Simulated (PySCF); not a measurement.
## Electron correlation in Al (aluminium, neutral)

[Ne] 3s1 3p1 3d1, one real determinant (an excited configuration). Calculation: PySCF 2.14, in dyall-acv3z (19s12p6d4f, 113 functions); scalar relativity by spin-free X2C-1e. Frozen: [Ne]; 3 electrons correlated; the 22 highest virtual orbitals of each spin left out.

MP2 pair energies summed by pair of shells (mhartree):

| pair | energy | share (%) |
| --- | --- | --- |
| 3p-3d | -2.59 | 34.7 |
| 3s-3p | -2.59 | 34.6 |
| 3s-3d | -2.30 | 30.7 |

Total MP2 correlation energy: -7.48 mhartree.

Same-spin part -7.48 and opposite-spin part 0.00 mhartree; SCS-MP2 scales them by 1/3 and 6/5 to -2.49 mhartree.

The reference is one real determinant that mixes LS terms of this configuration.
